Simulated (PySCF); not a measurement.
From a computed spectrum to the compound

A species of 3 atoms with charge 0 has these harmonic modes (BP86, small Gaussian bases with core potentials, PySCF 2.14.0):

```tsv
cm⁻¹	km/mol	symmetry
84	0.4	e'
84	0.4	e'
128	0.0	a1'
```

Task: Which species is it, and in which structure?

Result: Pb3 (triplet):
```xyz
3

Pb    1.7524    0.0000    0.0000
Pb   -0.8762    1.5176    0.0000
Pb   -0.8762   -1.5176    0.0000
```
Ideal gas at 298.15 K and 1 bar: S = 364.5 J/(mol K), Cp = 57.7 J/(mol K), H − H(0 K) = 15.7 kJ/mol (rigid rotor, harmonic modes, spin degeneracy alone). Open shells may have lower solutions than the one found.
 Other answers can fit too; this one was computed.
